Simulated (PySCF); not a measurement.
Compound: C₉H₁₄.
Atom-mapped SMILES: `[CH3:1][C:2]#[C:3][C@@H:4]1[CH2:5][CH2:6][C@H:7]1[CH2:8][CH3:9]`

Probes without a nucleus sit at each ring's centroid and 1 Å off its mean plane on both sides; NICS is minus the shielding there, NICSzz its component along the normal. Level: GIAO PBE0/pcSseg-1 (PySCF, non-relativistic, gas phase) on the GFN2-xTB geometry, one conformer.

Ring bond lengths (Å), with Mayer bond orders in brackets: C4–C5 1.545 (1.01), C5–C6 1.534 (1.06), C6–C7 1.539 (1.02), C7–C4 1.550 (0.93).

**Question.** What do the NICS probes read (ppm)?

**Answer.** 
| ring | type | NICS(0) | NICS(1), two faces | NICS(1)zz, two faces | rms pucker (Å) | centre to ring atoms, mean (Å) |
| --- | --- | --- | --- | --- | --- | --- |
| C4–C5–C6–C7 | 4-membered carbocycle; formal bonds all single | -1.2 | -1.3 / -0.4 | 3.6 / 4.8 | 0.09 | 1.09 |

**Question.** What can be read from them?

**Answer.** 
- C4–C5–C6–C7: mean NICS(1)zz 4.2 ppm, deshielded. C4, C5, C6, C7 have four or more neighbours, so the value isn't read as a sign of a π ring current.

**Question.** At the second NICS(1) probe listed for ring C4–C5–C6–C7, 1 Å off the ring, how large is the induced field along the normal in 7.05 T applied along it?

**Answer.** NICSzz × B0 = 4.8 ppm × 7.05 T = 34 μT, along the applied field.

Conformer computed: `[CH3:1][C:2]#[C:3][C@@H:4]1[CH2:5][CH2:6][C@H:7]1[CH2:8][CH3:9]`: C6–C7–C8–C9 175°.
